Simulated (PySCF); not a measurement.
## Atomic charges against the basis set

Species: C₇H₈S.
Structure used (PBE0-D3(BJ)/def2-SVP), in Å, numbered top down from 1:
```
atom  x, y, z in Å
C1    -2.8534   -0.9031   -0.4786
S2    -2.0735    0.7023   -0.6901
C3    -0.4013    0.4111   -0.2162
C4     0.1025   -0.8250    0.2049
C5     1.4463   -0.9486    0.5596
C6     2.3026    0.1472    0.5010
C7     1.8005    1.3804    0.0806
C8     0.4640    1.5156   -0.2750
H9    -3.9047   -0.7621   -0.7639
H10   -2.4099   -1.6641   -1.1375
H11   -2.8154   -1.2422    0.5670
H12   -0.5442   -1.7011    0.2606
H13    1.8233   -1.9209    0.8863
H14    3.3532    0.0439    0.7800
H15    2.4587    2.2511    0.0286
H16    0.0789    2.4848   -0.6025
```

PBE0 throughout (PySCF), one geometry, spherical d and f functions. One conformer (not necessarily the lowest) at the PBE0-D3(BJ)/def2-SVP geometry, without solvent, vibrations or thermal averaging. Atoms taken as equivalent share a column and are averaged. The first 7 of 10 kinds of atom are listed.

Mulliken charges (e):

```json
{"basis": "pcSseg-0", "functions": "92", "C1": "-0.932", "S2": "+0.364", "C3": "-0.407", "C4/C8": "-0.182", "C5/C7": "-0.235", "C6": "-0.238", "H9/H10/H11": "+0.285"}
{"basis": "cc-pVDZ", "functions": "156", "C1": "-0.200", "S2": "+0.009", "C3": "-0.163", "C4/C8": "+0.034", "C5/C7": "+0.002", "C6": "-0.007", "H9/H10/H11": "+0.090"}
{"basis": "def2-SVP", "functions": "156", "C1": "-0.176", "S2": "-0.028", "C3": "-0.064", "C4/C8": "-0.026", "C5/C7": "-0.017", "C6": "-0.021", "H9/H10/H11": "+0.094"}
{"basis": "pcSseg-1", "functions": "183", "C1": "-0.423", "S2": "+0.104", "C3": "-0.339", "C4/C8": "-0.022", "C5/C7": "-0.086", "C6": "-0.085", "H9/H10/H11": "+0.162"}
{"basis": "aug-cc-pVDZ", "functions": "260", "C1": "+0.123", "S2": "+0.032", "C3": "+1.201", "C4/C8": "+0.340", "C5/C7": "+0.640", "C6": "+0.385", "H9/H10/H11": "-0.085"}
{"basis": "def2-TZVP", "functions": "302", "C1": "-0.402", "S2": "-0.046", "C3": "+0.174", "C4/C8": "-0.203", "C5/C7": "-0.121", "C6": "-0.135", "H9/H10/H11": "+0.154"}
```

IAO charges (e):

| basis | functions | C1 | S2 | C3 | C4/C8 | C5/C7 | C6 | H9/H10/H11 |
| --- | --- | --- | --- | --- | --- | --- | --- | --- |
| pcSseg-0 | 92 | -0.522 | +0.143 | -0.107 | -0.163 | -0.142 | -0.162 | +0.169 |
| cc-pVDZ | 156 | -0.506 | +0.165 | -0.098 | -0.169 | -0.139 | -0.164 | +0.159 |
| def2-SVP | 156 | -0.497 | +0.170 | -0.100 | -0.166 | -0.136 | -0.161 | +0.156 |
| pcSseg-1 | 183 | -0.507 | +0.170 | -0.106 | -0.170 | -0.141 | -0.166 | +0.159 |
| aug-cc-pVDZ | 260 | -0.512 | +0.161 | -0.097 | -0.173 | -0.144 | -0.169 | +0.162 |
| def2-TZVP | 302 | -0.523 | +0.178 | -0.105 | -0.172 | -0.143 | -0.169 | +0.163 |

Hirshfeld charges (e):

```
      basis  functions      C1      S2      C3   C4/C8   C5/C7      C6  H9/H10/H11
   pcSseg-0         92  -0.100  +0.020  -0.019  -0.063  -0.043  -0.053      +0.047
    cc-pVDZ        156  -0.110  +0.016  -0.016  -0.061  -0.045  -0.056      +0.049
   def2-SVP        156  -0.113  +0.027  -0.015  -0.065  -0.046  -0.057      +0.049
   pcSseg-1        183  -0.116  +0.022  -0.019  -0.064  -0.047  -0.058      +0.050
aug-cc-pVDZ        260  -0.127  +0.035  -0.024  -0.067  -0.051  -0.061      +0.052
  def2-TZVP        302  -0.121  +0.026  -0.022  -0.065  -0.050  -0.060      +0.052
```

ESP-fitted charges (e):

```json
{"basis": "pcSseg-0", "functions": "92", "C1": "-0.296", "S2": "-0.227", "C3": "+0.170", "C4/C8": "-0.153", "C5/C7": "-0.222", "C6": "-0.103", "H9/H10/H11": "+0.138"}
{"basis": "cc-pVDZ", "functions": "156", "C1": "-0.312", "S2": "-0.144", "C3": "+0.018", "C4/C8": "-0.066", "C5/C7": "-0.231", "C6": "-0.050", "H9/H10/H11": "+0.136"}
{"basis": "def2-SVP", "functions": "156", "C1": "-0.286", "S2": "-0.159", "C3": "+0.059", "C4/C8": "-0.091", "C5/C7": "-0.214", "C6": "-0.064", "H9/H10/H11": "+0.129"}
{"basis": "pcSseg-1", "functions": "183", "C1": "-0.319", "S2": "-0.162", "C3": "+0.047", "C4/C8": "-0.089", "C5/C7": "-0.247", "C6": "-0.059", "H9/H10/H11": "+0.140"}
{"basis": "aug-cc-pVDZ", "functions": "260", "C1": "-0.356", "S2": "-0.169", "C3": "+0.088", "C4/C8": "-0.093", "C5/C7": "-0.235", "C6": "-0.059", "H9/H10/H11": "+0.150"}
{"basis": "def2-TZVP", "functions": "302", "C1": "-0.346", "S2": "-0.165", "C3": "+0.107", "C4/C8": "-0.109", "C5/C7": "-0.229", "C6": "-0.070", "H9/H10/H11": "+0.145"}
```

Some averages cover members that differ in this geometry, most widely: C4/C8, Mulliken in aug-cc-pVDZ +0.008 to +0.672; H9/H10/H11, Mulliken in aug-cc-pVDZ -0.326 to +0.036; C4/C8, ESP-fitted in pcSseg-0 -0.294 to -0.011; C4/C8, ESP-fitted in pcSseg-1 -0.214 to +0.037 e.

Q: Which scheme is steadiest as the basis changes?

A: Largest range over the bases for any column: Hirshfeld 0.03 e, IAO 0.04 e, ESP-fitted 0.15 e, Mulliken 1.61 e. Hirshfeld and IAO charges move least and Mulliken charges most, counted in e.

Q: How much do the charges still move between the two largest bases, aug-cc-pVDZ and def2-TZVP?

A: At most, over all atoms: Mulliken 1.105 e, IAO 0.018 e, Hirshfeld 0.009 e, ESP-fitted 0.022 e.

Q: What do the same runs give for the total energy, the frontier levels and the dipole moment?

A: 
```csv
basis,energy (Eh),HOMO (eV),LUMO (eV),μ (D)
pcSseg-0,-668.2186,-6.21,-0.20,1.61
cc-pVDZ,-669.3037,-5.94,-0.10,1.31
def2-SVP,-668.9666,-5.97,-0.17,1.33
pcSseg-1,-669.2297,-6.09,-0.31,1.38
aug-cc-pVDZ,-669.3176,-6.06,-0.38,1.36
def2-TZVP,-669.3910,-6.03,-0.31,1.31
```

The dipole is fixed by the density alone, so its range of 0.30 D shows that the density itself changes with the basis, not only its division among atoms.
